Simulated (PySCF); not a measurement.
C2H8N (SMILES CC[NH3+]), charge +1, singlet, at a GFN2-xTB geometry; CCSD(T)/STO-3G run with PySCF.

Input for PySCF:
```python
from pyscf import gto, scf, cc

mol = gto.Mole()
mol.atom = '''
    C     1.242363   -0.397501   -0.003229
    C     0.104878    0.602170    0.010315
    N    -1.207868   -0.122818   -0.005342
    H     2.189650    0.133330    0.008197
    H     1.215410   -1.041569    0.872132
    H     1.220246   -1.012061   -0.899685
    H     0.148359    1.250307   -0.865745
    H     0.143518    1.220773    0.907695
    H    -1.274177   -0.738352    0.816913
    H    -1.269633   -0.710625   -0.847987
    H    -2.001747    0.529910    0.003362
'''
mol.basis = 'sto-3g'
mol.charge = 1
mol.spin = 0
mol.verbose = 4
mol.build()

mf = scf.RHF(mol)
mf.kernel()

mycc = cc.CCSD(mf, frozen=3)
mycc.kernel()
et = mycc.ccsd_t()
print('E(CCSD(T)) = %.10f' % (mycc.e_tot + et))
```

Question: Predict the main parts of the log of this PySCF run.

Answer: 
```
PySCF version 2.14.0

[INPUT] verbose = 4
[INPUT] num. atoms = 11
[INPUT] num. electrons = 26
[INPUT] charge = 1
[INPUT] spin (= nelec alpha-beta = 2S) = 0
[INPUT] symmetry False subgroup None
[INPUT] Mole.unit = angstrom
[INPUT] Symbol           X                Y                Z      unit          X                Y                Z       unit  Magmom
[INPUT]  1 C      1.242363000000  -0.397501000000  -0.003229000000 AA    2.347725817293  -0.751168024241  -0.006101925656 Bohr   0.0
[INPUT]  2 C      0.104878000000   0.602170000000   0.010315000000 AA    0.198190696492   1.137936380429   0.019492524975 Bohr   0.0
[INPUT]  3 N     -1.207868000000  -0.122818000000  -0.005342000000 AA   -2.282539714626  -0.232092383167  -0.010094916957 Bohr   0.0
[INPUT]  4 H      2.189650000000   0.133330000000   0.008197000000 AA    4.137838808654   0.251957184188   0.015490085043 Bohr   0.0
[INPUT]  5 H      1.215410000000  -1.041569000000   0.872132000000 AA    2.296792029058  -1.968280149837   1.648090624469 Bohr   0.0
[INPUT]  6 H      1.220246000000  -1.012061000000  -0.899685000000 AA    2.305930744596  -1.912518111353  -1.700158248379 Bohr   0.0
[INPUT]  7 H      0.148359000000   1.250307000000  -0.865745000000 AA    0.280357878114   2.362737801627  -1.636020943712 Bohr   0.0
[INPUT]  8 H      0.143518000000   1.220773000000   0.907695000000 AA    0.271209713945   2.306926630264   1.715294954637 Bohr   0.0
[INPUT]  9 H     -1.274177000000  -0.738352000000   0.816913000000 AA   -2.407845564220  -1.395283063525   1.543741837597 Bohr   0.0
[INPUT] 10 H     -1.269633000000  -0.710625000000  -0.847987000000 AA   -2.399258648710  -1.342886627269  -1.602463187192 Bohr   0.0
[INPUT] 11 H     -2.001747000000   0.529910000000   0.003362000000 AA   -3.782753600670   1.001384770668   0.006353259231 Bohr   0.0

nuclear repulsion = 90.3862240085712
number of shells = 17
number of NR pGTOs = 69
number of NR cGTOs = 23
basis = sto-3g
ecp = {}

******** <class 'pyscf.scf.hf.RHF'> ********
method = RHF
initial guess = minao
damping factor = 0
level_shift factor = 0
DIIS = <class 'pyscf.scf.diis.CDIIS'>
diis_start_cycle = 1
diis_space = 8
diis_damp = 0
SCF conv_tol = 1e-09
SCF conv_tol_grad = None
SCF max_cycles = 50
direct_scf = True
direct_scf_tol = 1e-13
Set gradient conv threshold to 3.16228e-05
Initial guess from minao.
init E= -133.624623511448
  HOMO = -0.343690669350488  LUMO = 0.409528832932592  gap/eV = 20.49615
cycle= 1 E= -133.01544464582  delta_E= 0.609  |g|= 0.288  |ddm|= 3.55
  HOMO = -0.682568597497697  LUMO = 0.201560804257677  gap/eV = 24.05839
cycle= 2 E= -133.04450770285  delta_E= -0.0291  |g|= 0.0791  |ddm|= 0.471
  HOMO = -0.678236319556615  LUMO = 0.258688135079641  gap/eV = 25.49501
cycle= 3 E= -133.046586074744  delta_E= -0.00208  |g|= 0.02  |ddm|= 0.11
  HOMO = -0.680229402567801  LUMO = 0.258827720230796  gap/eV = 25.55305
cycle= 4 E= -133.046787453418  delta_E= -0.000201  |g|= 0.00293  |ddm|= 0.041
  HOMO = -0.681244698207724  LUMO = 0.258761713714982  gap/eV = 25.57888
cycle= 5 E= -133.046791629472  delta_E= -4.18e-06  |g|= 0.000799  |ddm|= 0.00497
  HOMO = -0.681272624382019  LUMO = 0.258991164445876  gap/eV = 25.58588
cycle= 6 E= -133.046791998  delta_E= -3.69e-07  |g|= 9.08e-05  |ddm|= 0.00179
  HOMO = -0.681285522801064  LUMO = 0.259006805496852  gap/eV = 25.58666
cycle= 7 E= -133.0467920023  delta_E= -4.3e-09  |g|= 1.16e-05  |ddm|= 0.000205
  HOMO = -0.681290436409377  LUMO = 0.259006498702133  gap/eV = 25.58678
cycle= 8 E= -133.046792002364  delta_E= -6.42e-11  |g|= 1.89e-06  |ddm|= 2.4e-05
  HOMO = -0.681289790711086  LUMO = 0.259006466550321  gap/eV = 25.58676
Extra cycle  E= -133.046792002366  delta_E= -1.42e-12  |g|= 4.78e-07  |ddm|= 3.19e-06
converged SCF energy = -133.046792002366

******** <class 'pyscf.cc.ccsd.CCSD'> ********
CC2 = 0
CCSD nocc = 10, nmo = 20
frozen orbitals 3
max_cycle = 50
direct = 0
conv_tol = 1e-07
conv_tol_normt = 1e-05
diis_space = 6
diis_start_cycle = 0
diis_start_energy_diff = 1e+09
Init t2, MP2 energy = -133.209088910657  E_corr(MP2) -0.162296908291027
Init E_corr(CCSD) = -0.162296908291115
cycle = 1  E_corr(CCSD) = -0.197101908699058  dE = -0.0348050004  norm(t1,t2) = 0.0496631
cycle = 2  E_corr(CCSD) = -0.207682227474541  dE = -0.0105803188  norm(t1,t2) = 0.0176637
cycle = 3  E_corr(CCSD) = -0.2138187440575  dE = -0.00613651658  norm(t1,t2) = 0.00707067
cycle = 4  E_corr(CCSD) = -0.214012059223042  dE = -0.000193315166  norm(t1,t2) = 0.00091453
cycle = 5  E_corr(CCSD) = -0.214003994839331  dE = 8.06438371e-06  norm(t1,t2) = 0.000186801
cycle = 6  E_corr(CCSD) = -0.214003963795674  dE = 3.10436575e-08  norm(t1,t2) = 4.3199e-05
cycle = 7  E_corr(CCSD) = -0.214004474142861  dE = -5.10347187e-07  norm(t1,t2) = 1.1194e-05
cycle = 8  E_corr(CCSD) = -0.214004492724109  dE = -1.85812486e-08  norm(t1,t2) = 4.28946e-06
CCSD converged
E(CCSD) = -133.2607964950899  E_corr = -0.2140044927241095
CCSD(T) correction = -0.0011408881063602
E(CCSD(T)) = -133.2619373832
```
